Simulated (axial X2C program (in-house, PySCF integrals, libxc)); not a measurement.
Testing model relations on BeCl⁻

A bond curve at the CCSD(T) level, with spin–orbit coupling, was computed with an in-house relativistic program for diatomic molecules (basis Cl dyall-av3z [9s8p3d2f], Be dyall-av3z [9s9p4d2f] (cores contracted in-house)) for the state Ω = 0 (closed shell). Its fit gives Re = 1.9367 Å, ωe = 574.1 cm⁻¹, ωexe = 8.1 cm⁻¹ and αe = 1.084e-02 cm⁻¹; the masses are 34.9689 and 9.0122 u. Two-component means X2C with spin–orbit coupling and atomic mean-field Coulomb and Gaunt terms.

Correlated methods: 10 electrons correlated (number of frozen shells: Cl 2 s, 1 p; Be 1 s), 206 virtual spin orbitals or spinors in MP2, 90 natural virtuals in coupled cluster.

(1) Find the reduced mass, Be and the force constant.

(2) A Morse curve ties αe to the other constants (Pekeris). How well does that hold?

(3) Estimate De from a Morse curve and compare with the computed well depth of 1.571 eV to Cl- + Be.

(4) Give B0, the J = 1←0 line in GHz and the most populated J at 300 K (kT = 208.5 cm⁻¹).

(5) Where do the fundamental and the first overtone lie?

The state is a single determinant with fixed occupations, the lowest that a limited PBE0 search found. Dissociation energies refer to the lowest single-determinant-based atoms at the same level and basis. Coupled cluster ran in a truncated set of natural virtual spinors; the MP2 energy of the rest was added. (T) has no such correction and the atoms are truncated less, which lowers De at CCSD(T) by a hundredth of an eV or more.

Answers

(1) From the CCSD(T) values: μ = 7.1655 u. Be = 16.8576/(μ Re²) = 0.6272 cm⁻¹. k = 5.8918×10⁻⁷ μ ωe² = 1.39 mdyn/Å.

(2) αe(Morse) = 6Be²/ωe × (√(ωexe/Be) − 1) = 1.066e-02 cm⁻¹; the CCSD(T) curve gives 1.084e-02 cm⁻¹, a ratio of 0.98.

(3) De(Morse) = ωe²/(4ωexe) = 1.261 eV against 1.571 eV computed, a ratio of 0.80. The extrapolation falls short: long-range attraction (ionic or ion–induced dipole) or a change of character along the curve can cause this.

(4) B0 = Be − αe/2 = 0.6218 cm⁻¹; 2B0 = 37.28 GHz; J(max) ≈ √(kT/2B0) − 1/2 = 12.4, so J = 12.

(5) ν(1←0) = ωe − 2ωexe = 557.9 cm⁻¹; ν(2←0) = 2ωe − 6ωexe = 1099.6 cm⁻¹.
